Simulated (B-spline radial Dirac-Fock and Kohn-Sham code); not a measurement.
# Successive ionisation energies of indium: Dirac-Fock against NIST

Calculated with a radial B-spline solver, using relaxed Dirac-Fock hole states (ΔSCF) with Breit and QED corrections and a finite nucleus. Each value is the difference of the configuration-average energies of two neighbouring ions in their tabulated ground configurations. Correlation and solid-state effects are left out. NIST's values refer to the lowest levels; many for high charge states are themselves semi-empirical or theoretical. Where a p, d or f shell is open in either ion the computed value averages over both j values and all terms, while the table refers to the lowest levels; that difference holds spin-orbit splitting (largest in heavy or highly charged ions), term energies where several electrons share open shells, and correlation, and it can reach 10 % or more.

```csv
ion,configuration,computed (eV),NIST (eV),kind,NIST − computed (eV)
In¹⁸⁺,[Ar] 3d10 4s2 4p1,485.8,497.1 ± 0.3,semi-empirical,+11.31
In¹⁹⁺,[Ar] 3d10 4s2,559.3,560 ± 4,theoretical,+0.66
In²⁰⁺,[Ar] 3d10 4s1,592.0,593.38 ± 0.2,semi-empirical,+1.41
In²¹⁺,[Ar] 3d10,1046.8,1043 ± 4,theoretical,-3.85
In²²⁺,[Ar] 3d9,1116.6,1109 ± 4,theoretical,-7.57
In²³⁺,[Ar] 3d8,1187.9,1181 ± 4,theoretical,-6.89
In²⁴⁺,[Ar] 3d7,1260.8,1255 ± 4,theoretical,-5.82
In²⁵⁺,[Ar] 3d6,1335.3,1328 ± 4,theoretical,-7.34
In²⁶⁺,[Ar] 3d5,1411.4,1413 ± 4,theoretical,+1.55
```

Q: Where in this range is the largest relative jump, and why?

A: From In²⁰⁺ (592.0 eV) to In²¹⁺ (1046.8 eV), a factor of 1.77. The configuration goes from [Ar] 3d10 4s1 to [Ar] 3d10, so the next electron comes out of a deeper subshell.
